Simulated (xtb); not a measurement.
A run for xtb: GFN2-xTB on CH4 (SMILES C).

```
$ xtb mol.xyz --gfn 2 --sp --chrg 0 --uhf 0
5

C      0.00000000     0.00000000    -0.00000000
H      0.62892441     0.62892441     0.62892441
H     -0.62892441    -0.62892441     0.62892441
H      0.62892442    -0.62892442    -0.62892441
H     -0.62892442     0.62892442    -0.62892441
```

It printed:

```
[...]
           -------------------------------------------------
          |                Calculation Setup                |
           -------------------------------------------------



           -------------------------------------------------
          |                 G F N 2 - x T B                 |
           -------------------------------------------------

        Reference                      10.1021/acs.jctc.8b01176
      * Hamiltonian:
        H0-scaling (s, p, d)           1.850000    2.230000    2.230000
        zeta-weighting                 0.500000
      * Dispersion:
        s8                             2.700000
        a1                             0.520000
        a2                             5.000000
        s9                             5.000000
      * Repulsion:
        kExp                           1.500000    1.000000
        rExp                           1.000000
      * Coulomb:
        alpha                          2.000000
        third order                    shell-resolved
        anisotropic                    true
        a3                             3.000000
        a5                             4.000000
        cn-shift                       1.200000
        cn-exp                         4.000000
        max-rad                        5.000000


          ...................................................
          :                      SETUP                      :
          :.................................................:
          :  # basis functions                   8          :
          :  # atomic orbitals                   8          :
          :  # shells                            6          :
          :  # electrons                         8          :
          :  max. iterations                   250          :
          :  Hamiltonian                  GFN2-xTB          :
          :  restarted?                      false          :
          :  GBSA solvation                  false          :
          :  PC potential                    false          :
          :  electronic temp.          300.0000000     K    :
          :  accuracy                    1.0000000          :
          :  -> integral cutoff          0.2500000E+02      :
          :  -> integral neglect         0.1000000E-07      :
          :  -> SCF convergence          0.1000000E-05 Eh   :
          :  -> wf. convergence          0.1000000E-03 e    :
          :  Broyden damping             0.4000000          :
          :  net charge                          0          :
          :  unpaired electrons                  0          :
          ...................................................

 iter      E             dE          RMSdq      gap      omega  full diag
   1     -4.2306955 -0.423070E+01  0.237E+00   17.39       0.0  T
   2     -4.2432728 -0.125772E-01  0.857E-01   17.21       1.0  T
   3     -4.2434238 -0.151050E-03  0.470E-01   17.11       1.0  T
   4     -4.2434702 -0.463475E-04  0.920E-02   17.00       1.0  T
   5     -4.2434701  0.142097E-07  0.642E-03   16.99       7.0  T
   6     -4.2434703 -0.120037E-06  0.186E-04   16.99     241.0  T
   7     -4.2434703 -0.103725E-09  0.440E-07   16.99  100000.0  T

   *** convergence criteria satisfied after 7 iterations ***

         #    Occupation            Energy/Eh            Energy/eV
      -------------------------------------------------------------
         1        2.0000           -0.5805957             -15.7988
         2        2.0000           -0.4669294             -12.7058
         3        2.0000           -0.4669294             -12.7058
         4        2.0000           -0.4669294             -12.7058 (HOMO)
         5                          0.1575480               4.2871 (LUMO)
         6                          0.2179079               5.9296
         7                          0.2179079               5.9296
         8                          0.2179080               5.9296
      -------------------------------------------------------------
                  HL-Gap            0.6244774 Eh           16.9929 eV
             Fermi-level           -0.1546907 Eh           -4.2093 eV

 SCC (total)                   0 d,  0 h,  0 min,  0.002 sec
 SCC setup                      ...        0 min,  0.000 sec (  5.099%)
 Dispersion                     ...        0 min,  0.000 sec (  1.564%)
 classical contributions        ...        0 min,  0.000 sec (  1.147%)
 integral evaluation            ...        0 min,  0.000 sec (  8.007%)
 iterations                     ...        0 min,  0.001 sec ( 62.573%)
 molecular gradient             ...        0 min,  0.000 sec ( 14.500%)
 printout                       ...        0 min,  0.000 sec (  6.558%)

         :::::::::::::::::::::::::::::::::::::::::::::::::::::
         ::                     SUMMARY                     ::
         :::::::::::::::::::::::::::::::::::::::::::::::::::::
         :: total energy              -4.175087062816 Eh    ::
         :: gradient norm              0.009634977897 Eh/a0 ::
         :: HOMO-LUMO gap             16.992893817320 eV    ::
         ::.................................................::
         :: SCC energy                -4.243470255374 Eh    ::
         :: -> isotropic ES            0.001977654422 Eh    ::
         :: -> anisotropic ES          0.002463154997 Eh    ::
         :: -> anisotropic XC          0.003758001840 Eh    ::
         :: -> dispersion             -0.000662189283 Eh    ::
         :: repulsion energy           0.068383192559 Eh    ::
         :: add. restraining           0.000000000000 Eh    ::
         :: total charge              -0.000000000000 e     ::
         :::::::::::::::::::::::::::::::::::::::::::::::::::::

           -------------------------------------------------
          |                Property Printout                |
           -------------------------------------------------

    * Orbital Energies and Occupations

         #    Occupation            Energy/Eh            Energy/eV
      -------------------------------------------------------------
         1        2.0000           -0.5805957             -15.7988
         2        2.0000           -0.4669294             -12.7058
         3        2.0000           -0.4669294             -12.7058
         4        2.0000           -0.4669294             -12.7058 (HOMO)
         5                          0.1575480               4.2871 (LUMO)
         6                          0.2179079               5.9296
         7                          0.2179079               5.9296
         8                          0.2179080               5.9296
      -------------------------------------------------------------
                  HL-Gap            0.6244774 Eh           16.9929 eV
             Fermi-level           -0.1546907 Eh           -4.2093 eV

     #   Z          covCN         q      C6AA      α(0)
     1   6 C        3.698    -0.153    23.642     6.954
     2   1 H        0.925     0.038     2.472     2.459
     3   1 H        0.925     0.038     2.472     2.459
     4   1 H        0.925     0.038     2.472     2.459
     5   1 H        0.925     0.038     2.472     2.459

 Mol. C6AA /au·bohr⁶  :        123.988344
 Mol. C8AA /au·bohr⁸  :       2298.592784
 Mol. α(0) /au        :         16.789659


Wiberg/Mayer (AO) data.
largest (>0.10) Wiberg bond orders for each atom

 ---------------------------------------------------------------------------
     #   Z sym  total        # sym  WBO       # sym  WBO       # sym  WBO
 ---------------------------------------------------------------------------
     1   6 C    3.994 --     5 H    0.998     4 H    0.998     3 H    0.998
                             2 H    0.998
     2   1 H    0.999 --     1 C    0.998
Note: The following floating-point exceptions are signalling: IEEE_DENORMAL
normal termination of xtb
     3   1 H    0.999 --     1 C    0.998
     4   1 H    0.999 --     1 C    0.998
     5   1 H    0.999 --     1 C    0.998
 ---------------------------------------------------------------------------

Topologies differ in total number of bonds
Writing topology from bond orders to xtbtopo.mol

molecular dipole:
                 x           y           z       tot (Debye)
 q only:       -0.000       0.000       0.000
   full:       -0.000       0.000       0.000       0.000
molecular quadrupole (traceless):
                xx          xy          yy          xz          yz          zz
 q only:        0.000       0.000       0.000       0.000      -0.000      -0.000
  q+dip:        0.000      -0.000       0.000       0.000      -0.000      -0.000
   full:        0.000      -0.000       0.000       0.000      -0.000      -0.000


           -------------------------------------------------
          | TOTAL ENERGY               -4.175087062816 Eh   |
          | GRADIENT NORM               0.009634977897 Eh/α |
          | HOMO-LUMO GAP              16.992893817320 eV   |
           -------------------------------------------------

------------------------------------------------------------------------
------------------------------------------------------------------------
 total:
 SCF:
```

The run finished.

Cost: very roughly 0.04 core-seconds.
